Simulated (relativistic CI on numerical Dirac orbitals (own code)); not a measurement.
# One change at a time: Hf²²⁺

Base calculation: Dirac-Coulomb-Breit CI, orbitals from a KLI potential per configuration, QED by a radiative potential, unscaled Slater integrals.

Configurations in the expansion (outside the closed core [Ar] 3d10 4p6 4d10): 4s2.4f4, 4s2.4f3.5s, 4s2.4f2.5s2, 4s2.4f3.5p, 4s2.4f2.5s.5p, 4s2.4f2.5p2, 4s2.4f3.5d, 4s2.4f2.5s.5d, 4s2.4f2.5p.5d, 4s2.4f3.5f, 4s2.4f3.6s, 4s2.4f3.6p, 4s.4f3.5s2. Levels of other configurations are missing.

Variants: (1) valence Slater integrals scaled by 0.9; (2) only the first 3 configurations; (3) non-relativistic limit. Shifts of the energy above 4s2.4f4 5I_4, in cm⁻¹, for the lowest level and the first level of each name with at least 55 % of one term (blank where a level changes its place among those of its configuration and J or its character, or is not in the variant):

```
       Level     Base     Δ(1)   Δ(2)      Δ(3)
4s2.4f4 5I_4      0.0      0.0    0.0       0.0
4s2.4f4 5I_5  10394.5   +322.7   +0.2  -10394.5
4s2.4f4 5I_6  20011.0   +287.3   +2.8  -20010.9
4s2.4f4 5I_7  28548.2    -69.4   +5.0  -28548.2
4s2.4f4 5I_8  36154.1   -613.7   +4.6  -36154.0
4s2.4f4 5F_2  37215.5  -3815.9  -10.5   -7174.2
4s2.4f4 5F_1  38945.7  -2741.5  -39.6   -8904.4
4s2.4f4 5F_3  45116.7  -3063.8  -21.5  -15075.4
4s2.4f4 5S_2  49115.1  -3118.2  -70.6  -19009.3
4s2.4f4 3K_6  50480.9  -3037.8  -13.9  -13278.1
4s2.4f4 5G_2  51044.7  -4189.9  -11.0   -3856.6
4s2.4f4 5G_3  53090.9  -4274.5   +3.0   -5902.9
4s2.4f4 5F_4  56509.5  -2976.7   -6.3          
4s2.4f4 5G_4  67303.8  -4077.9   -5.6
```

At this charge energies of transitions that change n are usually good to better than 1 %, and those within a shell (Δn = 0) to a few per cent. Terms inside the open d or f shell come out 10 to 20 % too wide with unscaled integrals.

Ionisation energy from the two ground configurations alone: base 627.282 eV; valence Slater integrals scaled by 0.9 626.974 eV. The NIST ASD value (theoretical) is 650 eV. The gap of more than 2 % comes from missing correlation, or from a tabulated value that is itself an estimate.

LS names give the leading component of a level, which can be under half, so a name can repeat, a term be missing and a line seem to break the LS rules.
